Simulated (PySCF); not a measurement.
**UHF on Pt⁵²⁺ (platinum, charge +52)**

Configuration: [Ar] 3d8, high-spin 3F determinant. All numbers are calculated (PySCF 2.14, the non-relativistic Hamiltonian (point nucleus), in an even-tempered Gaussian basis (16 s from 13 bohr⁻², ratio 2.5; 10 p from 17 bohr⁻², ratio 2.5; 7 d from 17 bohr⁻², ratio 2.5; 4 f from 66 bohr⁻², ratio 2.7; 3 g from 99 bohr⁻², ratio 2.7)).

```json
{
 "Total energy": "-15144.646672 hartree",
 "One-electron energy": "-17406.0325 hartree",
 "Hartree (Coulomb) energy": "2482.7263 hartree",
 "Exchange energy": "-221.3405 hartree",
 "Kinetic energy": "15147.17427 hartree",
 "⟨S²⟩": "2.0001",
 "⟨L²⟩": "12.001",
 "Sum of ⟨r⟩": "3.469 bohr",
 "Sum of ⟨r²⟩": "0.6418 bohr²",
 "Density at the nucleus (Gaussians lack the cusp)": "335000 bohr⁻³",
 "Spin density at the nucleus": "-3.89 bohr⁻³"
}
```

```tsv
shell	electrons	mean orbital energy (eV)	spread (eV)	rms radius, mean of both spins (bohr)
1s α	1	-74768.9	0	0.0224
1s β	1	-74768.4	0	0.0224
2s α	1	-15050.7	0	0.0882
2s β	1	-15028.9	0	0.0882
2p α	3	-14577.8	0	0.0758
2p β	3	-14557.4	0	0.0758
3s α	1	-5599.3	0	0.213
3s β	1	-5579.9	0	0.213
3p α	3	-5388.4	0	0.204
3p β	3	-5362.4	0	0.204
3d α	5	-5020.3	8.219	0.177
3d β	3	-5005.2	0	0.177
```

A non-relativistic calculation at this Z misses sizeable relativistic shifts. Spin-orbit coupling is strong in this species (close to jj coupling), so the high-spin LS determinant is a model state, not a physical level.

Spin-orbit constants ζ (cm⁻¹) from the X2C one-electron operator on these orbitals (non-relativistic here): bare nucleus, nucleus screened by l(l+1)(2l+1)/3 electrons, and screened by the Breit-Pauli mean field of the electrons.

| shell | bare | screened nucleus | mean field |
| --- | --- | --- | --- |
| 2p | 6204000 | 6045000 | 5965000 |
| 3p | 1408000 | 1372000 | 1351000 |
| 3d | 304600 | 265500 | 262300 |

To first order the Landé constant is A = -131100 cm⁻¹, so the lowest level has J = 4 and lies 48.8 eV below the centre of the term. This holds in LS coupling only, and this species is close to jj coupling.
